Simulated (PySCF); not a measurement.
Predicted microwave data (PySCF, PBE0-D3(BJ)/def2-SVP geometry optimisation, gas phase) for one isomer of C6H9BF2:

```
Rotational constants : A = 2396, B = 1094, C = 920.5 MHz
Dipole components    : |μa| = 0.44 D, |μb| = 0.14 D, |μc| = 0.01 D
Inertial defect      : -123.90 u·Å²
κ                    : -0.76
```

Question: Which structure is it? (One computed conformer of each.)
A. `[CH2:1]=[C:2]([F:3])/[C:4]([F:5])=[CH:6]\[B:7]([CH3:8])[CH3:9]` with C1–C2–C4–F5 3°
B. `[CH3:1][C@:2]12[CH2:3][C@:4]([B:5]([F:6])[F:7])([CH2:8]1)[CH2:9]2` with C3–C4–B5–F6 -124°

Answer: A. It is C=C(F)/C(F)=C\B(C)C, an asymmetric top, point group C1. The candidates at the same level (rigid rotor, commonest isotopes):

```csv
SMILES,A (MHz),B (MHz),C (MHz),μa (D),μb (D),μc (D),Δ (u·Å²),point group,rotor
C[C@]12C[C@](B(F)F)(C1)C2,3849,968.5,886.3,2.01,0.04,0.01,-82.91,near Cs,near-prolate asymmetric top
C=C(F)/C(F)=C\B(C)C,2396,1094,920.5,0.44,0.14,0.01,-123.90,C1,asymmetric top
```

`C[C@]12C[C@](B(F)F)(C1)C2` has A 61 % too high. No structure here is proved a minimum.
